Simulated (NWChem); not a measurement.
# CH5GeNOSi; SMILES C(#N)[O][GeH2][SiH3]

```xyz
10

N      0.8728    -2.7170    -0.0051
C     -0.0378    -1.9902     0.0009
O     -1.0274    -1.1901     0.0079
Ge    -0.7405     0.6550    -0.0017
Si     1.6269     0.9999     0.0018
H     -1.4872     1.1055    -1.2657
H     -1.4922     1.1171     1.2550
H      2.2085     0.4097     1.2383
H      2.2136     0.4065    -1.2307
H      1.8119     2.4828     0.0002
```
Atoms are numbered in this order, from 1.

Results from NWChem. Medium grid unless said otherwise, to which SCAN and Minnesota functionals are sensitive. Coordinates come from a PBE0/def2-SVP optimisation. B3LYP is NWChem's, with the RPA form of VWN correlation.

**Question.** Order these by “orbital gap (eV)”, lowest first: r2SCAN/def2-TZVP; LDA (Slater exchange, VWN5)/def2-TZVP; PBE0/def2-TZVP; B3LYP/def2-TZVP.

**Answer.** LDA (Slater exchange, VWN5)/def2-TZVP (4.44), r2SCAN/def2-TZVP (5.00), B3LYP/def2-TZVP (6.31), PBE0/def2-TZVP (6.76)
